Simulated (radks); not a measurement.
Excited configurations of Co+: one electron is placed in a higher orbital outside [Ar] 3d7. The ground configuration is [Ar] 3d8. Method: Dirac Kohn-Sham, PBE, spin-unpolarised, spherical densities, finite nucleus; open shells fill j = l - 1/2 first; Fermi nuclear charge, rms radius 3.7875 fm; computed with a radial shooting solver on a logarithmic mesh with Libxc functionals. Excitation = E - E(ground); binding = E(ion) - E, where the ion is the core of charge +2; n* = 2/sqrt(2 binding) in atomic units, and the quantum defect is n - n*.

| outer orbital | excitation (eV) | binding (eV) | n* | quantum defect | <r> (bohr) |
|---|---|---|---|---|---|
| 4p1/2 | 7.769 | 11.480 | 2.177 | 1.823 | 3.274 |
| 4d3/2 | 13.361 | 5.888 | 3.040 | 0.960 | 5.559 |
| 4f5/2 | 15.778 | 3.470 | 3.960 | 0.040 | 8.824 |
| 5p1/2 | 13.740 | 5.509 | 3.143 | 1.857 | 7.220 |
| 6s1/2 | 15.367 | 3.881 | 3.745 | 2.255 | 10.87 |
| 7s1/2 | 16.757 | 2.492 | 4.673 | 2.327 | 17.05 |

The Delta-SCF ionisation energy is 19.249 eV (NIST Atomic Spectra Database: 17.084 eV, measured). Self-interaction in the functional shifts the binding energies and quantum defects, so they are the method's values and not measured ones. Spin polarisation and multiplet splitting are left out, so open shells lie too high by an amount that depends on their filling.

Beside tabulated values, note that spin-unpolarised runs miss the spin-polarisation part of the exchange energy of open shells.
